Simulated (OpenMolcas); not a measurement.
## A convergence study on BCl2F (dichlorofluoroborane)

BCl2F: 4 atoms, total charge 0, spin state singlet. SMILES: `FB(Cl)Cl`. Geometry: relaxed at GFN2-xTB.

```xyz
4

F     0.1145   -1.1576   -0.7725
B     0.0051   -0.0589   -0.0433
Cl   -1.5401    0.3607    0.5610
Cl    1.4205    0.8558    0.2548
```

Program: OpenMolcas 26.06. Method: MN15-L/def2-TZVPP. Swept: integration grid. Watched: the HOMO energy. Each run: gradient. Hardware: 1 thread of Arm Neoverse V1, shared host.

Deviations are taken from the sweep's last point, which isn't the limit.

```tsv
integration grid	value (eV)	from the best (eV)	wall time
Coarse	-8.6274	+0.0065	38 s
SG1Grid	-8.6346	-0.0008	38 s
Fine	-8.6344	-0.0006	42 s
UltraFine	-8.6338	0.0000	63 s
```

(1) Which is the coarsest setting good to 0.001 eV?

Answers

(1) SG1Grid: it is 0.0008 eV off and takes 38 s, against 63 s for UltraFine.
